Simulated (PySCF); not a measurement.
Dissociation curve of AuH, singlet.

Levels of theory: UCCSD(T) = PySCF with CCSD(T) on UHF/def2-TZVP, def2 effective core potentials past Kr; RKS-B3LYP/LANL2DZ = restricted B3LYP/LANL2DZ, with its core potentials past Ne (PySCF); UKS-LDA (SVWN5) = unrestricted LDA (SVWN5)/def2-TZVP, def2 effective core potentials past Kr run with PySCF.

Energies are in kJ/mol, each relative to the lowest point of its own curve near equilibrium.

```json
[
 {"R / Å": "1.17", "UCCSD(T)": "238.2", "RKS-B3LYP/LANL2DZ": "262.5", "UKS-LDA (SVWN5)": "241.2"},
 {"R / Å": "1.22", "UCCSD(T)": "159.1", "RKS-B3LYP/LANL2DZ": "177.5", "UKS-LDA (SVWN5)": "161.6"},
 {"R / Å": "1.31", "UCCSD(T)": "66.7", "RKS-B3LYP/LANL2DZ": "78.3", "UKS-LDA (SVWN5)": "68.5"},
 {"R / Å": "1.38", "UCCSD(T)": "26.9", "RKS-B3LYP/LANL2DZ": "34.8", "UKS-LDA (SVWN5)": "28.1"},
 {"R / Å": "1.45", "UCCSD(T)": "6.5", "RKS-B3LYP/LANL2DZ": "11.1", "UKS-LDA (SVWN5)": "7.1"},
 {"R / Å": "1.49", "UCCSD(T)": "1.3", "RKS-B3LYP/LANL2DZ": "4.0", "UKS-LDA (SVWN5)": "1.7"},
 {"R / Å": "1.54", "UCCSD(T)": "0.0", "RKS-B3LYP/LANL2DZ": "0.0", "UKS-LDA (SVWN5)": "0.0"},
 {"R / Å": "1.60", "UCCSD(T)": "4.2", "RKS-B3LYP/LANL2DZ": "0.9", "UKS-LDA (SVWN5)": "3.9"},
 {"R / Å": "1.64", "UCCSD(T)": "9.7", "RKS-B3LYP/LANL2DZ": "4.3", "UKS-LDA (SVWN5)": "9.3"},
 {"R / Å": "1.70", "UCCSD(T)": "20.9", "RKS-B3LYP/LANL2DZ": "12.4", "UKS-LDA (SVWN5)": "20.5"},
 {"R / Å": "1.79", "UCCSD(T)": "42.3", "RKS-B3LYP/LANL2DZ": "29.7", "UKS-LDA (SVWN5)": "42.3"},
 {"R / Å": "1.90", "UCCSD(T)": "72.2", "RKS-B3LYP/LANL2DZ": "55.9", "UKS-LDA (SVWN5)": "73.6"},
 {"R / Å": "2.09", "UCCSD(T)": "128.5", "RKS-B3LYP/LANL2DZ": "106.3", "UKS-LDA (SVWN5)": "131.2"},
 {"R / Å": "2.34", "UCCSD(T)": "192.7", "RKS-B3LYP/LANL2DZ": "171.2", "UKS-LDA (SVWN5)": "202.5"},
 {"R / Å": "2.52", "UCCSD(T)": "228.8", "RKS-B3LYP/LANL2DZ": "213.1", "UKS-LDA (SVWN5)": "247.0"},
 {"R / Å": "2.80", "UCCSD(T)": "264.3", "RKS-B3LYP/LANL2DZ": "268.5", "UKS-LDA (SVWN5)": "299.5"},
 {"R / Å": "3.06", "UCCSD(T)": "278.6", "RKS-B3LYP/LANL2DZ": "309.8", "UKS-LDA (SVWN5)": "326.8"},
 {"R / Å": "3.36", "UCCSD(T)": "284.8", "RKS-B3LYP/LANL2DZ": "347.0", "UKS-LDA (SVWN5)": "343.8"},
 {"R / Å": "3.82", "UCCSD(T)": "287.7", "RKS-B3LYP/LANL2DZ": "387.5", "UKS-LDA (SVWN5)": "354.9"},
 {"R / Å": "4.19", "UCCSD(T)": "288.4", "RKS-B3LYP/LANL2DZ": "409.8", "UKS-LDA (SVWN5)": "358.3"},
 {"R / Å": "4.60", "UCCSD(T)": "288.7", "RKS-B3LYP/LANL2DZ": "427.1", "UKS-LDA (SVWN5)": "359.9"},
 {"R / Å": "5.44", "UCCSD(T)": "288.9", "RKS-B3LYP/LANL2DZ": "448.0", "UKS-LDA (SVWN5)": "360.9"},
 {"R / Å": "6.23", "UCCSD(T)": "289.0", "RKS-B3LYP/LANL2DZ": "457.6", "UKS-LDA (SVWN5)": "361.1"}
]
```

At the longest distance, 6.23 Å, RKS-B3LYP/LANL2DZ lies highest above its minimum (457.6 kJ/mol) and UCCSD(T) lowest (289.0 kJ/mol).

The unrestricted determinant behind UCCSD(T) is spin-contaminated at 2.09 to 6.23 Å (<S²> up to 1.0, against 0.00 for a pure singlet). The restricted form behind RKS-B3LYP/LANL2DZ keeps the bonding electrons paired and can't separate into open-shell fragments. The unrestricted determinant behind UKS-LDA (SVWN5) is spin-contaminated at 2.80 to 6.23 Å (<S²> up to 1.0, against 0.00 for a pure singlet).
